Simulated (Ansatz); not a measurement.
# Ligand exchange: In(CH3)2I + CH3FO → In(CH3)2(OH) + CH2FI

Gas-phase species: In(CH3)2I, singlet; CH3FO `OCF`, singlet; In(CH3)2(OH), singlet; CH2FI (fluoroiodomethane) `FCI`, singlet. The partners trade I for OH: In–I and C–OH bonds give way to In–OH and C–I.

Shapes, held fixed at every level: PBE0-D4/def2-TZVP. Flexible molecules stand in one conformer, not always the lowest. Programs: Ansatz 0.2.0. Electronic energies: no zero-point or thermal term.

```
              level                   kind  ΔE (kJ/mol)  less CCSD(T)/def2-TZVPP
  PBE-D4/def2-TZVPP                    GGA       +122.2                     -7.1
B3LYP-D4/def2-TZVPP          global hybrid       +128.5                     -0.8
BHLYP-D4/def2-TZVPP          global hybrid       +148.8                    +19.5
 PBE0-D4/def2-TZVPP          global hybrid       +139.7                    +10.4
   CCSD(T)/def2-SVP  coupled cluster or CI       +160.7                    +31.4
      CCSD/def2-SVP  coupled cluster or CI       +164.9                    +35.6
 CCSD(T)/def2-TZVPP  coupled cluster or CI       +129.3                      0.0
```

The highest level, CCSD(T)/def2-TZVPP, gives ΔE = +129.3 kJ/mol; the levels span +122.2 to +164.9. The column of differences is taken from that level and isn't an error. No measured value is set beside it here. For atoms past krypton def2 sets carry core potentials with scalar relativity. Outer-core shells of I, In are correlated, in sets that cover them unevenly.
